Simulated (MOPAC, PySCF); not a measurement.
CH₃BO, SMILES `BC=O` (H–B–C–O torsion 87°), neutral singlet in the gas phase. 

Cartesian coordinates (Å):
SMILES: BC=O
```xyz
6

B     -0.7853     0.0095    -0.0093
C      0.7803     0.0869    -0.0794
O      1.2974    -0.6816     0.7042
H     -1.3603     0.6772     0.7845
H     -1.3517    -0.7985    -0.6673
H      1.4116     0.7268    -0.7259
```
Charge 0, multiplicity 1.

All levels are single points at this geometry (M06-2X/def2-TZVP); Pople sets use spherical d functions. Orbital energies aren't observables, and empty levels follow the basis.

B3LYP-D3(BJ)/def2-TZVP in PySCF gives dipole (D) = 2.35.

**Question.** Estimate the dipole (D) from each of these levels: M06-2X/def2-TZVP in PySCF; B3LYP/3-21G in PySCF; B3LYP/6-311+G** in PySCF; BP86/6-31G* in PySCF; SVWN5/6-31G* in PySCF; HF/3-21G in PySCF; HF/6-31G* in PySCF; PM7 in MOPAC.

**Answer.** 
```json
[
 {"level": "M06-2X/def2-TZVP in PySCF", "dipole (D)": "2.49"},
 {"level": "B3LYP/3-21G in PySCF", "dipole (D)": "1.93"},
 {"level": "B3LYP/6-311+G** in PySCF", "dipole (D)": "2.49"},
 {"level": "BP86/6-31G* in PySCF", "dipole (D)": "1.85"},
 {"level": "SVWN5/6-31G* in PySCF", "dipole (D)": "1.85"},
 {"level": "HF/3-21G in PySCF", "dipole (D)": "2.76"},
 {"level": "HF/6-31G* in PySCF", "dipole (D)": "2.85"},
 {"level": "PM7 in MOPAC", "dipole (D)": "2.73"}
]
```
